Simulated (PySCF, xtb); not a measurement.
C₂HF₂, SMILES [CH]=C(F)F, multiplicity 2.

Harmonic wavenumbers (cm⁻¹) from GFN2-xTB (xtb) at its own minimum, in rising order: 347, 461, 469, 603, 632, 894, 1058, 1760, 3291.

Question: What does PBE-D3(BJ)/def2-TZVP (PySCF) give at its own minimum? (An estimate is asked for; the answer gives what the named calculation found.)

Answer: 399, 476, 527, 598, 689, 929, 1161, 1710, 3283. Paired by order, the mean absolute difference is 42 cm⁻¹ and the zero-point energies are 13.6 and 14.0 kcal/mol.
